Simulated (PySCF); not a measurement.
Isomers of C6H9NSi.

All values: CAM-B3LYP/def2-SVPD (PySCF) at PBE0-D3(BJ)/def2-SVP geometries, gas phase, one conformer each. Core orbitals are frozen in the response; Δα² is half the sum of the squared differences of the principal polarisabilities.

**Question.** Rank by HOMO–LUMO gap, lowest first.
A. `[N:1]#[C:2][C@:3]1([CH2:4][SiH3:5])[C@@H:6]2[CH2:7][C@H:8]12` with C2–C3–C4–Si5 67°
B. `[CH:1]#[C:2][SiH2:3]/[N:4]=[CH:5]\[CH:6]=[CH:7]/[CH3:8]` with C2–Si3–N4–C5 -121°, N4–C5–C6–C7 180°
C. `[CH:1]#[C:2]/[C:3](=[N:4]\[SiH3:5])[CH:6]1[CH2:7][CH2:8]1` with C2–C3–C6–C7 -36°
D. `[CH2:1]=[CH:2][c:3]1[cH:4][cH:5][cH:6][n:7]1[SiH3:8]` with C1–C2–C3–C4 7°
E. `[SiH3:1][CH2:2][c:3]1[cH:4][cH:5][cH:6][n:7][cH:8]1` with Si1–C2–C3–C4 -85°
F. `[CH:1]#[C:2][SiH2:3]/[N:4]=[CH:5]/[CH:6]=[CH:7]/[CH3:8]` with C2–Si3–N4–C5 -119°, N4–C5–C6–C7 -1°

**Answer.** D (7.26 eV), B (7.74 eV), F (7.93 eV), C (8.12 eV), E (8.60 eV), A (10.50 eV).

**Question.** Rank by vertical ionisation energy (ΔSCF), highest first.
A. `[CH2:1]=[CH:2][c:3]1[cH:4][cH:5][n:6]([SiH3:7])[cH:8]1` with C1–C2–C3–C4 1°
B. `[N:1]#[C:2][Si@@H:3]1[CH2:4][C@@H:5]1[CH:6]1[CH2:7][CH2:8]1` with C4–C5–C6–C7 49°
C. `[SiH3:1][CH2:2][c:3]1[cH:4][cH:5][cH:6][n:7][cH:8]1` with Si1–C2–C3–C4 -85°
D. `[CH:1]#[C:2][SiH2:3]/[N:4]=[CH:5]\[CH:6]=[CH:7]/[CH3:8]` with C2–Si3–N4–C5 -121°, N4–C5–C6–C7 180°
E. `[N:1]#[C:2][C@:3]1([CH2:4][SiH3:5])[C@@H:6]2[CH2:7][C@H:8]12` with C2–C3–C4–Si5 67°
F. `[CH2:1]=[CH:2][c:3]1[cH:4][cH:5][cH:6][n:7]1[SiH3:8]` with C1–C2–C3–C4 7°

**Answer.** E (10.18 eV), C (9.04 eV), B (8.90 eV), D (8.72 eV), A (7.79 eV), F (7.57 eV).

**Question.** Rank by mean static polarisability, lowest first.
A. `[CH:1]#[C:2][SiH2:3]/[N:4]=[CH:5]/[CH:6]=[CH:7]\[CH3:8]` with C2–Si3–N4–C5 -121°, N4–C5–C6–C7 5°
B. `[N:1]#[C:2][Si@@H:3]1[CH2:4][C@@H:5]1[CH:6]1[CH2:7][CH2:8]1` with C4–C5–C6–C7 49°
C. `[CH:1]#[C:2][SiH2:3]/[N:4]=[CH:5]/[CH:6]=[CH:7]/[CH3:8]` with C2–Si3–N4–C5 -119°, N4–C5–C6–C7 -1°
D. `[SiH3:1][CH2:2][c:3]1[cH:4][cH:5][cH:6][n:7][cH:8]1` with Si1–C2–C3–C4 -85°
E. `[CH:1]#[C:2]/[C:3](=[N:4]\[SiH3:5])[CH:6]1[CH2:7][CH2:8]1` with C2–C3–C6–C7 -36°
F. `[N:1]#[C:2][C@:3]1([CH2:4][SiH3:5])[C@@H:6]2[CH2:7][C@H:8]12` with C2–C3–C4–Si5 67°

**Answer.** F (14.01 Å³), B (14.30 Å³), D (15.26 Å³), E (15.56 Å³), A (16.21 Å³), C (16.46 Å³).

All values together:

| SMILES | μ (D) | HOMO (eV) | LUMO (eV) | α (Å³) | Δα (Å³) | ΔSCF removal energy (eV) |
| --- | --- | --- | --- | --- | --- | --- |
| C=Cc1cccn1[SiH3] | 1.30 | -6.97 | 0.29 | 16.08 | 9.41 | 7.57 |
| C#C[SiH2]/N=C\C=C/C | 3.12 | -8.29 | -0.55 | 16.65 | 11.75 | 8.72 |
| C#C[SiH2]/N=C/C=C\C | 1.49 | -8.42 | -0.64 | 16.21 | 7.16 | 8.87 |
| N#C[C@]1(C[SiH3])[C@@H]2C[C@@H]21 | 4.72 | -9.51 | 0.99 | 14.01 | 3.27 | 10.18 |
| N#C[Si@@H]1C[C@@H]1C1CC1 | 3.74 | -8.24 | 0.14 | 14.30 | 4.74 | 8.90 |
| C#C/C(=N/[SiH3])C1CC1 | 2.57 | -8.48 | -0.44 | 15.75 | 7.94 | 8.86 |
| C=Cc1ccn([SiH3])c1 | 2.00 | -7.20 | 0.79 | 16.21 | 11.68 | 7.79 |
| [SiH3]Cc1cccnc1 | 2.42 | -8.40 | 0.20 | 15.26 | 7.40 | 9.04 |
| C#C[SiH2]/N=C/C=C/C | 2.05 | -8.51 | -0.59 | 16.46 | 8.51 | 8.96 |
| C#C/C(=N\[SiH3])C1CC1 | 2.44 | -8.58 | -0.46 | 15.56 | 6.73 | 8.95 |

Conformers: `[CH2:1]=[CH:2][c:3]1[cH:4][cH:5][cH:6][n:7]1[SiH3:8]` with C1–C2–C3–C4 7°; `[CH:1]#[C:2][SiH2:3]/[N:4]=[CH:5]\[CH:6]=[CH:7]/[CH3:8]` with C2–Si3–N4–C5 -121°, N4–C5–C6–C7 180°; `[CH:1]#[C:2][SiH2:3]/[N:4]=[CH:5]/[CH:6]=[CH:7]\[CH3:8]` with C2–Si3–N4–C5 -121°, N4–C5–C6–C7 5°; `[N:1]#[C:2][C@:3]1([CH2:4][SiH3:5])[C@@H:6]2[CH2:7][C@H:8]12` with C2–C3–C4–Si5 67°; `[N:1]#[C:2][Si@@H:3]1[CH2:4][C@@H:5]1[CH:6]1[CH2:7][CH2:8]1` with C4–C5–C6–C7 49°; `[CH:1]#[C:2]/[C:3](=[N:4]/[SiH3:5])[CH:6]1[CH2:7][CH2:8]1` with C2–C3–C6–C7 -35°; `[CH2:1]=[CH:2][c:3]1[cH:4][cH:5][n:6]([SiH3:7])[cH:8]1` with C1–C2–C3–C4 1°; `[SiH3:1][CH2:2][c:3]1[cH:4][cH:5][cH:6][n:7][cH:8]1` with Si1–C2–C3–C4 -85°; `[CH:1]#[C:2][SiH2:3]/[N:4]=[CH:5]/[CH:6]=[CH:7]/[CH3:8]` with C2–Si3–N4–C5 -119°, N4–C5–C6–C7 -1°; `[CH:1]#[C:2]/[C:3](=[N:4]\[SiH3:5])[CH:6]1[CH2:7][CH2:8]1` with C2–C3–C6–C7 -36°.

**Question.** By how much does the ΔSCF value exceed −ε(HOMO) over the species that have both?

**Answer.** By 0.37 to 0.67 eV, 0.52 eV on average, over 10 species.
